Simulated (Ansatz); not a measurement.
Reaction (isomerisation): `C=[N][GeH2][CH3]` → `C1[CH2][GeH2][NH]1`

Gas-phase electronic energies from Ansatz, PBE0-D4/def2-TZVP geometries. CBS: MP2 limit from def2 TZ/QZ plus the TZ coupled-cluster correction, frozen cores. For Ge outer-core shells are correlated without core-valence functions, which leaves a few kJ/mol of doubt a bond. Scalar relativity is left out up to krypton. One conformer a species, not always the lowest.

`C=[N][GeH2][CH3]`:

Cartesian coordinates in Å:
```
C 0.464 -0.250 -2.179
N 0.733 -0.627 -1.010
Ge -0.552 -0.461 0.332
C 0.217 0.643 1.736
H -0.502 0.176 -2.499
H 1.222 -0.336 -2.968
H -1.835 0.173 -0.265
H -0.852 -1.882 0.838
H 1.152 0.200 2.078
H 0.420 1.645 1.356
H -0.468 0.720 2.582
```

`C1[CH2][GeH2][NH]1`:

Cartesian coordinates in Å:
```
C 0.795 -0.420 0.648
C -0.740 -0.294 0.778
Ge -0.703 0.579 -0.986
N 0.970 -0.198 -0.798
H 1.288 0.343 1.266
H 1.180 -1.397 0.965
H -1.090 0.279 1.633
H -1.250 -1.257 0.754
H -0.764 2.127 -0.997
H -1.534 0.044 -2.168
H 1.850 0.194 -1.095
```

| level | ΔE (kJ/mol) |
| --- | --- |
| HF/def2-TZVPP | 42.1 |
| MP2/def2-QZVPP | 10.0 |

Question: What does CCSD(T)/CBS give? (An estimate is asked.)

Answer: The calculation gave: +15.9 kJ/mol. The listed levels differ from it by 26.2, -5.9 kJ/mol.

Largest T1 diagnostic among the species: 0.012.

From PBE to PBE0 (25 % exact exchange), in def2-TZVPP and without D4, ΔE moves by −9.2 kJ/mol. In def2-TZVPP, CCSD(T) changes the Hartree–Fock value by −19.9 kJ/mol (the triples alone add +0.5 kJ/mol) and MP2 by −28.4 kJ/mol.
